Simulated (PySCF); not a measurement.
fluoromethyl(silyloxy)silane (CH7FOSi2), SMILES FC[SiH2]O[SiH3]. The structure is a stationary point at B3LYP-D3(BJ)/def2-SVP. One conformer was computed; it need not be the lowest.

Task: Give the equilibrium geometry at B3LYP-D3(BJ)/def2-SVP (PySCF confirms it by a frequency run) as Cartesian coordinates in Å. (Estimate from the structure and the level; the computed values follow.)

Result: Several could match; the one computed here: 
```xyz
12

F     -3.1394     0.1226     0.0152
C     -1.9455    -0.5956     0.0438
Si    -0.5111     0.6419    -0.0340
O      0.8961    -0.2382     0.0014
Si     2.5550    -0.2962     0.0037
H     -1.9227    -1.2963    -0.8105
H     -1.9081    -1.2013     0.9674
H     -0.5846     1.5624     1.1351
H     -0.6046     1.4327    -1.2931
H      3.0958     0.4483     1.1779
H      3.0943     0.3114    -1.2474
H      2.9737    -1.7214     0.0838
```
